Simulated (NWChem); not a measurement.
Correlation energy of ClSn

```
Sn
Cl 1 2.3941
```
Charge 0, spin multiplicity 2.

Everything below was run with NWChem. All single points use one geometry, from UPBE0/def2-SVP with def2 effective core potentials on Sn, a minimum by its harmonic frequencies.

Basis set: def2-SVP. Each correlation energy counts from its own Hartree-Fock reference.

Effective core potentials replace the inner electrons of Sn; spin-orbit coupling is left out. The correlated methods keep 9 core orbitals frozen. This spin state was chosen for the runs; another may lie lower. The structure started from a generated list of species. The unpaired electrons of the parent sit in orbitals of symmetry b2 (C2v labels of the run); other states weren't searched. No SCF solution was tested for a lower state. Open-shell Hartree-Fock references start from PBE0 orbitals. No row is a measurement; the coupled-cluster row has its own basis-set and correlation limits.

Problem. One of these methods gave a correlation energy of -193.3 mHa. Which?
A. CCSD[T] on UHF
B. CCSD(T) on ROHF
C. SCS-UMP2
D. CCSD on UHF

Solution. C, SCS-UMP2. The others give -232.6 (CCSD(T) on ROHF), -229.6 (CCSD[T] on UHF), -223.4 (CCSD on UHF).
